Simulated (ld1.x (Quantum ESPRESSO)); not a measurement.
# Reading a pseudo-wave (gold (Au))

Columns: radius, all-electron u(r) and pseudo u(r) of the 6p shell (level -1.10 eV) of gold in the configuration [Xe] 4f14 5d9 6s2 6p0; PBE, scalar-relativistic, PAW scheme, ld1.x (Quantum ESPRESSO) 7.5.

| r (bohr) | all-electron | pseudo |
| --- | --- | --- |
| 0.155 | -0.0697 | 0.0036 |
| 0.310 | 0.1087 | 0.0141 |
| 0.465 | 0.0380 | 0.0311 |
| 0.620 | -0.1066 | 0.0541 |
| 0.775 | -0.1810 | 0.0819 |
| 0.930 | -0.1760 | 0.1137 |
| 1.085 | -0.1199 | 0.1483 |
| 1.240 | -0.0399 | 0.1845 |
| 1.395 | 0.0460 | 0.2213 |
| 1.550 | 0.1280 | 0.2577 |
| 1.705 | 0.2017 | 0.2929 |
| 1.860 | 0.2654 | 0.3261 |
| 2.015 | 0.3190 | 0.3570 |
| 2.170 | 0.3633 | 0.3851 |
| 2.325 | 0.3990 | 0.4102 |
| 2.480 | 0.4273 | 0.4320 |
| 2.635 | 0.4490 | 0.4504 |
| 2.790 | 0.4651 | 0.4653 |
| 2.945 | 0.4764 | 0.4764 |
| 3.100 | 0.4836 | 0.4836 |
| 3.255 | 0.4873 | 0.4873 |
| 3.410 | 0.4880 | 0.4880 |
| 3.565 | 0.4863 | 0.4863 |
| 3.720 | 0.4827 | 0.4827 |
| 3.875 | 0.4773 | 0.4773 |
| 4.030 | 0.4706 | 0.4706 |

(1) How many radial nodes do the two functions have?

(2) At about which radius was the pseudo-wave matched?

(3) Is the pseudo-wave norm-conserving?

Answers

(1) The all-electron 6p function has n − l − 1 = 4 (the table is too coarse to show those close to the nucleus); the pseudo-wave has 0, since the states of the same l below it are removed with the core.

(2) 2.95 bohr. The columns agree to 0.0005 from 2.79 bohr on; several derivatives are matched, so the curves merge somewhat inside the radius.

(3) No, it belongs to a PAW set: the norm inside the radius is not constrained, and the difference is carried by the augmentation charge.
